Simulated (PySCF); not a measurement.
Working out the ionisation energy of Ti⁴⁺

Ti⁴⁺ [Ar] (1S) → Ti⁵⁺ [Ne] 3s2 3p5 (2P). Computed with PySCF 2.14 in an even-tempered Gaussian basis (19 s from 0.13 bohr⁻², ratio 2.5; 13 p from 0.17 bohr⁻², ratio 2.5; 5 d from 2.3 bohr⁻², ratio 2.7; 5 f from 3.5 bohr⁻², ratio 2.7), with the non-relativistic Hamiltonian (point nucleus). Frozen: 1s2; the 21 highest virtual orbitals dropped. Energies in hartree (1 hartree = 27.21139 eV):

```csv
part,Ti⁴⁺ (lower),Ti⁵⁺ (upper)
UHF,-845.185305,-841.582182
MP2 opposite-spin,-0.400959,-0.381810
MP2 same-spin,-0.150589,-0.138877
```

Task: What does Hartree-Fock give?

Result: (-841.582182) − (-845.185305) = 3.603123 hartree = 98.046 eV.

Task: What do MP2 and SCS-MP2 (6/5 opposite-spin, 1/3 same-spin) give?

Result: The opposite-spin parts differ by 0.521 eV and the same-spin parts by 0.319 eV. MP2: 98.046 + (0.521) + (0.319) = 98.886 eV. SCS-MP2: 98.046 + 1.2 × (0.521) + (0.319)/3 = 98.778 eV.

A first-order spin-orbit estimate adds -0.224 eV to MP2 (outer shells), giving 98.662 eV against 99.299 ± 0.012 eV (measured; NIST Atomic Spectra Database, ionization energies).

The calculation is non-relativistic.

What remains against the reference includes basis incompleteness, the frozen core and correlation beyond second order.
